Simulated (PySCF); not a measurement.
Al(Me)(Cl) (CH3AlCl), SMILES [CH3][Al+][Cl], charge +1. Atoms are numbered in the order given.

```xyz
6

Al     0.0000     0.0000    -0.4109
C      0.0000     0.0000    -2.3218
H     -0.8933    -0.5158    -2.6800
H      0.8933    -0.5158    -2.6800
H      0.0000     1.0315    -2.6800
Cl     0.0000     0.0000     1.6066
```
Charge +1, spin multiplicity 1.

Coordinates come from a B3LYP-D3(BJ)/def2-TZVP optimisation. The spin state was assumed, not searched. The isomer is the one that the SMILES or the coordinates give; other isomers of the formula were not compared.

Two levels are set side by side: PBE/pcSseg-2 (PySCF) and HF/pcSseg-2 (PySCF). GIAO shifts against HCl (³⁵Cl), TMS (¹H), TMS (¹³C) at the same level; non-relativistic, no solvent, atoms listed together averaged. Without spin–orbit terms, shifts of atoms bonded to Cl or Br come out too high at both levels. Differences are taken from unrounded values.

```json
[
 {"quantity": "δ(¹³C) of C2 (ppm)", "HF": "-9.1"},
 {"quantity": "δ(¹H) of H3, H4, H5 (ppm)", "HF": "1.68"},
 {"quantity": "δ(³⁵Cl) of Cl6 (ppm)", "HF": "23.9"}
]
```

**Question.** What does PBE give, and how far is it from HF? (The exact figures need the calculation; the answer reports its results.)

**Answer.** 
```json
[
 {"quantity": "δ(¹³C) of C2 (ppm)", "PBE": "-4.2", "PBE minus HF": "4.9"},
 {"quantity": "δ(¹H) of H3, H4, H5 (ppm)", "PBE": "1.78", "PBE minus HF": "0.10"},
 {"quantity": "δ(³⁵Cl) of Cl6 (ppm)", "PBE": "129.9", "PBE minus HF": "106.0"}
]
```

Rough cost on one machine, each run with all the roots and properties that it gave: HF against PBE within a factor of 2.
